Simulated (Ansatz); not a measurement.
`FC[SiH]([SiH3])Cl`. The species carries charge 0 and has multiplicity 1.

```xyz
11

F     1.782    0.945   -1.121
C     1.074    1.365    0.001
Si    0.234   -0.137    0.797
Si   -1.165   -1.251   -0.710
Cl   -0.896    0.612    2.357
H     0.335    2.110   -0.311
H     1.772    1.846    0.693
H     1.265   -1.036    1.377
H    -1.910   -2.318    0.008
H    -2.130   -0.278   -1.287
H    -0.361   -1.858   -1.802
```

Q: Give the diagnostics of a CCSD(T)/def2-TZVPP run (frozen core, Ansatz 0.2.0). (An estimate is asked.)

A: The calculation gave: T1 = 0.0114, largest single amplitude 0.011, largest double 0.019, (T) share of the correlation energy 3.5 %, 9 CCSD cycles. The RHF solution is stable towards an unrestricted one. T1 lies under the customary mark of 0.02 for closed shells.
